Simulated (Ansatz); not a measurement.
Reaction (redistribution): `[SiH3][SiH2][SeH]` + `N[SiH]([SiH3])Cl` → `Cl[SiH2][SeH]` + `N[SiH]([SiH3])[SiH3]`

Isolated molecules relaxed with PBE0-D4/def2-TZVP in Ansatz; ΔE leaves out vibrations. CCSD(T)/CBS adds triple-zeta CCSD(T) − MP2 to the extrapolated MP2 energy (def2 sets, frozen cores). DFT in def2-TZVPP. For Se outer-core shells are correlated without core-valence functions, which leaves a few kJ/mol of doubt a bond. Scalar relativity is left out up to krypton. Each species was taken in one conformer, which may not be the lowest.

`[SiH3][SiH2][SeH]`:

Cartesian coordinates in Å:
```
Si -0.414 -0.909 0.969
Si 0.879 0.365 -0.503
Se -0.455 1.260 -2.131
H 0.410 -1.454 2.082
H -1.047 -2.032 0.231
H -1.480 -0.043 1.542
H 1.634 1.423 0.220
H 1.846 -0.479 -1.251
H -1.373 1.869 -1.159
```

`N[SiH]([SiH3])Cl`:

Z-matrix (Å, degrees):
```
Si
Si 1 2.336
Cl 1 2.083 2 106.1
N 1 1.706 2 109.4 3 124.1
H 1 1.482 2 114.7 3 -115.5
H 2 1.488 1 110.7 3 169.6
H 2 1.486 1 110.2 3 48.5
H 2 1.489 1 108.8 3 -71.0
H 4 1.008 1 120.5 2 -47.4
H 4 1.008 1 120.3 2 166.6
```

`Cl[SiH2][SeH]`:

Cartesian coordinates in Å:
```
Cl 0.346 1.078 -2.058
Si 0.417 0.174 -0.222
Se -1.724 -0.384 0.285
H 1.286 -1.021 -0.319
H 0.980 1.136 0.752
H -1.305 -0.983 1.562
```

`N[SiH]([SiH3])[SiH3]`:

Z-matrix (Å, degrees):
```
Si
Si 1 2.340
Si 1 2.340 2 110.2
N 1 1.729 2 108.5 3 118.6
H 1 1.500 2 107.2 3 -116.3
H 2 1.489 1 109.8 3 67.8
H 2 1.488 1 111.0 3 -52.4
H 2 1.491 1 110.8 3 -172.6
H 3 1.488 1 111.0 2 52.3
H 3 1.489 1 109.8 2 -67.9
H 3 1.491 1 110.8 2 172.5
H 4 1.008 1 119.6 2 48.9
H 4 1.008 1 119.7 2 -168.8
```

Q: Is it downhill or uphill in electronic energy at CCSD(T)/CBS, and by how much? (An estimate is asked.)

A: The calculation gave: Uphill: ΔE = +24.2 kJ/mol.

Q: What do these levels give: PBE0-D4, r2SCANh-D4, BHLYP-D4, CAM-B3LYP-D4, ωB97X-V, SCS-MP2/def2-QZVPP? (Best estimate.)

A: Computed: PBE0-D4 24.6, r2SCANh-D4 25.1, BHLYP-D4 25.0, CAM-B3LYP-D4 25.1, ωB97X-V 24.4, SCS-MP2/def2-QZVPP 23.9 kJ/mol.

Q: What do rigid-rotor, harmonic-oscillator terms from PBE0-D4/def2-TZVP frequencies (298.15 K, 1 bar) make of the CCSD(T)/CBS value? (Estimate.)

A: Ansatz gave: ΔZPE = -1.3 kJ/mol, ΔH = +23.6 kJ/mol, ΔS = 9 J/(mol·K), ΔG = +20.8 kJ/mol.

Largest T1 diagnostic among the species: 0.013.

Leaving LDA and LC-ωPBE aside and taking each functional with its dispersion term where it has one, the values, not all of them listed here, spread over 2.3 kJ/mol, from B97M-V to r2SCAN-D4.
